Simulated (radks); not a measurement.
Problem. All-electron atom: Ne3+ in [He] 2s1 2p4 (not the ground configuration). All-electron calculation, scalar-relativistic Kohn-Sham, PBE, spin-polarised, spherical densities, point nucleus; open shells are filled with parallel spins first. Program: a radial shooting solver on a logarithmic mesh with Libxc functionals. Some entries of the table are withheld. Estimate them.

| orbital | occ. | eigenvalue (eV) | <r^2> (bohr^2) |
|---|---|---|---|
| 1s up | 1 | (1) | 0.03363 |
| 1s down | 1 | (2) | 0.03347 |
| 2s up | 1 | -106.0031 | (3) |
| 2s down | 0 | -97.0346 | (4) |
| 2p up | 3 | (5) | 0.6986 |
| 2p down | 1 | (6) | 0.7572 |

Solution. 
(1) 1s up eigenvalue (eV): -913.7750
(2) 1s down eigenvalue (eV): -910.3186
(3) 2s up <r^2> (bohr^2): 0.7424
(4) 2s down <r^2> (bohr^2): 0.7847
(5) 2p up eigenvalue (eV): -83.0684
(6) 2p down eigenvalue (eV): -74.2196
